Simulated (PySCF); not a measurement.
Compound: phenylmethanimine, C₇H₇N.
SMILES: `[H]/N=C\c1ccccc1`

Jobs on this species (15 atoms, 56 electrons) with PySCF (density fitting). Hardware of each: one thread, x86-64 server, shared host. Other jobs ran on the host; a repeat could differ by tens of per cent or more.

**Question.** Rank these jobs by wall time, shortest first.
A. PBE0/pcSseg-1; shieldings, charges and field gradients; 171 basis functions
B. B3LYP/pcJ-1; spin–spin couplings from 15 perturbed nuclei, spin–dipole term for 1 of them; 286 basis functions
C. B3LYP/def2-SVPD; 10 singlets by full TDDFT, 4 Tamm–Dancoff triplets, polarisability, ΔSCF ions; 216 basis functions

**Answer.** A (33 s), B (89 s), C (7.1 min).

All jobs:

| level and settings | work | basis functions | SCF cycles | wall time |
| --- | --- | --- | --- | --- |
| PBE0/pcSseg-1 | shieldings, charges and field gradients | 171 | 14 | 33 s |
| PBE/pcSseg-1 | shieldings | 171 | 16 | 63 s |
| PBE0-D3(BJ)/def2-SVP, grid level 1 | geometry optimisation from a GFN2-xTB start | 147 | 37 | 80 s |
| B3LYP/pcJ-1 | spin–spin couplings from 15 perturbed nuclei, spin–dipole term for 1 of them | 286 | 14 | 89 s |
| B3LYP/def2-SVPD | 10 singlets by full TDDFT, 4 Tamm–Dancoff triplets, polarisability, ΔSCF ions | 216 | 14 | 7.1 min |

**Question.** What do all jobs in the table cost together?

**Answer.** About 12 min; the longest takes about 62 % of that, and about 13 times as long as the shortest.
